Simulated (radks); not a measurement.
Question: Charge is removed step by step from the 4p down level of Tc3+, starting from [Ar] 3d10 4s2 4p(up 3, down 3) 4d4. Calculated with a radial shooting solver on a logarithmic mesh with Libxc functionals: scalar-relativistic Kohn-Sham, PBE, spin-polarised, spherical densities, finite nucleus; open shells are filled with parallel spins first (spin-orbit coupling, left out, can overturn this in heavy ions); Fermi nuclear charge, rms radius 4.4112 fm. At the starting occupation the eigenvalue is -73.393 eV. Estimate the energy to remove one whole electron from this level, the eigenvalue at the end, and how far E(n) bends from a straight line.

Answer: Delta-SCF 81.113 eV; final eigenvalue -89.031 eV; the deviation from the straight line is -1.955 eV at 0.5 electron removed, the largest on the grid computed. Slater's transition state (half an electron removed) gives 81.104 eV. Integrating minus the eigenvalue over the occupation (Janak's theorem) gives 81.140 eV. In this scalar-relativistic scheme the density is built from large components alone, so the theorem holds only approximately. The mean slope of the eigenvalue, de/dn, is 15.6 eV per electron.
